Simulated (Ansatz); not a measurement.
Basis-set series for BClH₄S₂Si. Total charge 0; spin multiplicity 1. The bonds changed during the relaxation, so this is another structure than the one it started from. The structure was optimised at the PBE0-D4/def2-TZVP level. It is one conformer, not always the lowest.

Z-matrix (Å, degrees):
```
Si
B 1 2.011
H 1 1.488 2 110.6
H 1 1.495 2 109.2 3 -118.8
H 1 1.489 2 112.7 3 121.4
Cl 2 1.790 1 119.7 3 -74.3
S 2 1.885 1 117.2 3 81.3
S 2 2.036 1 111.7 3 151.1
H 8 1.354 2 98.7 1 -13.8
```

```csv
functional,basis,functions,energy (Eh),HOMO (eV),LUMO (eV)
PBE0-D4,def2-SVP,106,-1572.29187,-7.39,-1.85
PBE0-D4,def2-TZVPP,255,-1572.85957,-7.46,-2.05
ωB97M-V,def2-SVP,106,-1572.76379,-9.44,0.43
ωB97M-V,def2-TZVPP,255,-1573.32884,-9.56,0.07
```

(1) Give the rows for def2-QZVPP. (An estimate is asked.)

Results:

(1) Computed: 
```csv
functional,basis,functions,energy (Eh),HOMO (eV),LUMO (eV)
PBE0-D4,def2-QZVPP,457,-1572.90819,-7.49,-2.12
ωB97M-V,def2-QZVPP,457,-1573.37456,-9.59,-0.10
```

Positive LUMOs are unbound and depend on the basis.
